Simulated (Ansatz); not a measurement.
Question: Name a neutral molecule of Br, C, Cl, F, I and H with LUMO energy (B3LYP/def2-TZVPP) between -1.75 and -1.45 eV and HOMO energy (ωB97M-V/def2-TZVPP) between -10.20 and -9.90 eV (Ansatz, PBE0-D4/def2-TZVP geometry).

Answer: `F[C@@H]([C@@H](Cl)Br)[C@@H](F)I` (-1.70 eV, -10.04 eV). Other molecules can fit too; these were computed, each in one conformer that needn't be the lowest.

B3LYP here is the variant with VWN-RPA as its local correlation; programs differ in this.
